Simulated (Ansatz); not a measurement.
All numbers were calculated with Ansatz.

Basis-set series for `C[O][Ge]([CH3])([Cl])[Se]C`. The species carries charge 0 and has multiplicity 1. The geometry is a stationary point of PBE0-D4/def2-TZVP. It is one conformer, not always the lowest.

```tsv
functional	basis	functions	energy (Eh)	HOMO (eV)	LUMO (eV)
PBE0-D4	def2-SVP	183	-5132.06487	-6.66	-0.29
PBE0-D4	def2-TZVPP	388	-5133.00587	-6.77	-0.56
ωB97M-V	def2-SVP	183	-5132.60245	-8.82	1.71
ωB97M-V	def2-TZVPP	388	-5133.55016	-8.94	1.30
```

Q: Give the rows for def2-QZVPP. (An estimate is asked.)

A: The calculation gave: 
```csv
functional,basis,functions,energy (Eh),HOMO (eV),LUMO (eV)
PBE0-D4,def2-QZVPP,746,-5133.12579,-6.79,-0.65
ωB97M-V,def2-QZVPP,746,-5133.66644,-8.97,1.06
```

Positive LUMOs are unbound and depend on the basis. Scalar relativity is left out up to krypton.
